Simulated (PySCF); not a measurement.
Numbering as in the mapped SMILES `[N:1]#[C:2][C@:3]12[CH2:4][C@@H:5]3[C@H:6]([CH2:7]1)[C@H:8]23`. Hydrogens are named by the atom that carries them. Ha(C7) is cis to C5 on the ring; Ha(C4) is cis to C6 on the ring; Hb(C7) is trans to C5 on the ring; Hb(C4) is trans to C6 on the ring.

GIAO PBE0/pcSseg-1 shifts (PySCF 2.14, gas phase, non-relativistic, equivalent atoms averaged), each against references optimised in the same way as the molecule (NH3, TMS).

On the GFN2-xTB geometry: N1 305.8, C2 124.4, C4/C7 43.1, C8 40.5, C3 31.6, C5/C6 18.1, H(C8) 3.35, Hb(C4)/Hb(C7) 2.89, Ha(C4)/Ha(C7) 2.03, H(C5)/H(C6) 1.74 ppm.

What changes on the PBE0-D3(BJ)/def2-SVP geometry?

Results:


```tsv
atoms	δ (ppm)	change
N1	309.9	+4.1
C2	124.5	+0.1
C4/C7	42.0	-1.1
C8	42.9	+2.4
C3	33.9	+2.3
C5/C6	17.7	-0.4
H(C8)	3.41	+0.06
Hb(C4)/Hb(C7)	2.74	-0.15
Ha(C4)/Ha(C7)	1.94	-0.09
H(C5)/H(C6)	1.59	-0.15
```

Bonds between heavy atoms that differ most (equivalent bonds averaged): C2–C3 1.419 → 1.440 Å, C8–C3 1.566 → 1.581 Å, N1–C2 1.146 → 1.159 Å, C5–C6 1.519 → 1.527 Å, C3–C4 1.545 → 1.550 Å. Mean change of bonds to hydrogen: C–H +0.013 Å.
